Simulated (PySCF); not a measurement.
PySCF job for C₃H₈GeSi, SMILES [CH2](C#C)[GeH2][SiH3], IEF-PCM-ωB97X/def2-SVP. The structure is a stationary point at r2SCAN-D4/def2-SVP. The structure was generated by enumeration, and PubChem lists no compound with its InChIKey, so it may never have been made. Other conformers were not sampled.

```python
import numpy as np
from pyscf import gto, scf, dft
from pyscf.solvent import pcm

mol = gto.M(
    atom='''
    C     2.42664573    1.66492401    0.55339585
    C     1.95887121    0.80649919   -0.17125075
    C     1.33831631   -0.21453230   -0.98622431
    Ge   -0.31252182   -0.90033448   -0.11194565
    Si   -1.67448751    0.94704821    0.51649857
    H     2.85744227    2.42340450    1.17980783
    H     1.05636187    0.18535296   -1.97538160
    H     2.02176656   -1.06355634   -1.15796541
    H     0.10765410   -1.73352977    1.11100663
    H    -1.02831039   -1.83029794   -1.11160592
    H    -3.04487579    0.47378259    0.88112595
    H    -1.08325750    1.66264782    1.68462363
    H    -1.78625751    1.89287913   -0.63585535
    ''',
    basis='def2-SVP',
    charge=0,
    spin=0,
    max_memory=1600,
    verbose=3,
)
mf = dft.RKS(mol, xc='wb97x').density_fit(auxbasis='def2-universal-jkfit')
mf.grids.level = 3
mf.conv_tol = 1e-9
mf.max_cycle = 100
mf.kernel()
res = {}
for name, eps in {'water': 78.355, 'tetrahydrofuran': 7.4257, 'benzene': 2.2706}.items():
    s = mf.PCM()
    s.with_solvent.method, s.with_solvent.eps, s.with_solvent.lebedev_order = 'IEF-PCM', eps, 17
    s.kernel(mf.make_rdm1())
    res[name] = (s.e_tot, eps, s.dip_moment(), s.mo_energy, s.converged)
    print(f'{name}: electrostatic solvation free energy {(s.e_tot - mf.e_tot) * 627.509474:.3f} kcal/mol')
```

It prints:

```
converged SCF energy = -2485.11724594772

WARN: PCM is an experimental feature. It is still in testing.
Features and APIs may be changed in the future.

converged SCF energy = -2485.12185682529
Dipole moment(X, Y, Z, Debye): -0.18441, -0.61767, -0.69068
water: electrostatic solvation free energy -2.893 kcal/mol

WARN: PCM is an experimental feature. It is still in testing.
Features and APIs may be changed in the future.

converged SCF energy = -2485.12094665923
Dipole moment(X, Y, Z, Debye): -0.15236, -0.55735, -0.61726
tetrahydrofuran: electrostatic solvation free energy -2.322 kcal/mol

WARN: PCM is an experimental feature. It is still in testing.
Features and APIs may be changed in the future.

converged SCF energy = -2485.11922831845
Dipole moment(X, Y, Z, Debye): -0.10458, -0.45283, -0.50233
benzene: electrostatic solvation free energy -1.244 kcal/mol
```

Self-consistency was reached.
